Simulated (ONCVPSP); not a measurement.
# technetium: one change to an ONCV potential, before and after

- Element: technetium (Tc)
- Generator: ONCVPSP 4.0.1
- Type: optimised norm-conserving Vanderbilt (ONCV)
- Functional: PBE
- Relativity: scalar-relativistic
- Frozen core: [Ar] 3d10
- Valence charge: 15
- Reference configuration: 4s2 4p6 4d4 (charge +3)
- Partial waves: 4s: rc 1.25 bohr, ncon 4, nbas 7, qcut 4 1/bohr, 2 projectors, debl 3.4 Ha; 4p: rc 1.85 bohr, ncon 3, nbas 8, qcut 7.6 1/bohr, 2 projectors, debl 1 Ha; 4d: rc 1.40 bohr, ncon 4, nbas 7, qcut 6.7 1/bohr, 1 projector
- Local potential: polynomial inside 1.10 bohr (lpopt 5, dvloc0 6 Ha)
- Core correction: none

In the s channel the program set the typed energies aside and used -3.810, 0.250 Ha. In the p channel the program set the typed energies aside and used -2.770, 0.050 Ha.

Change: all radii scaled by about 1.33 (s 1.66, p 2.46, d 1.86 bohr); local potential polynomial inside 1.46 bohr (lpopt 5, dvloc0 6 Ha). In the s channel the program set the typed energies aside and used -3.810, 0.050 Ha. In the p channel the program set the typed energies aside and used -2.770, 0.050 Ha.

Cutoffs: the cutoffs (Ha) at which the residual kinetic energy of the hardest occupied pseudo-wave falls to 1 and 0.1 mHa per electron; they do not see the model core or the augmentation charge, which bear on the density cutoff. Errors are all-electron minus pseudo energies relative to the spin-unpolarised reference configuration.

Q: Predict the effect on cutoff, ghosts and configuration errors.

A: The potential gets softer (79 Ha and 106 Ha → 37 Ha and 46 Ha); of the 4 tests that both files solve, the error grows in 3 and shrinks in 0 by more than 15 % and 0.3 meV (median size 5.9 → 7.3 meV); neither file shows a bound ghost. A larger radius leaves more room for a smooth pseudo-wave, so fewer plane waves are needed. More of the atom is replaced by a form fitted at one configuration, so other configurations suffer.

```csv
quantity,base,changed
"cutoff, loose",79 Ha,37 Ha
"cutoff, tight",106 Ha,46 Ha
loose cutoff by channel,"s 79 Ha, p 14 Ha, d 23 Ha","s 37 Ha, p 14 Ha, d 19 Ha"
bound ghosts,none,none
GHOST(+) flags under 300 eV,none,none
"error for 4s2 4p6 4d5 5s2, meV [ΔE -51.71 eV]",+6.4,+7.6
"error for 4s2 4p6 4d5 5s1, meV [ΔE -43.56 eV]",+5.6,+7.0
"error for 4s2 4p6 4d5, meV [ΔE -28.71 eV]",+2.8,+2.6
"error for 4s2 4p6 4d5 5s1.5, meV [ΔE -48.43 eV]",+6.2,+7.6
```
